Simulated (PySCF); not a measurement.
sesquifulvalene (C₁₂H₁₀), SMILES C1=CC=CC(=C2C=CC=C2)C=C1.

Coordinates come from a PBE-D3(BJ)/def2-SVP optimisation.

Calculation: PBE/def2-SVP run with PySCF.

Isolated molecule, no solvent.

| Quantity | Value |
|---|---|
| total energy | -462.28811 hartree |
| point group | C2v |
| highest occupied level | -4.67 eV |
| lowest empty level | -3.17 eV |
| orbital gap | 1.50 eV |
| dipole moment | 3.65 D |
| quadrupole, principal values (traceless, Buckingham form, about the centre of nuclear charge) | -13.29, 5.10, 8.19 D·Å |
| mean static polarisability | 161.1 bohr³ (23.87 Å³) |
| polarisability, principal values | 53.3, 135.7, 294.1 bohr³ |
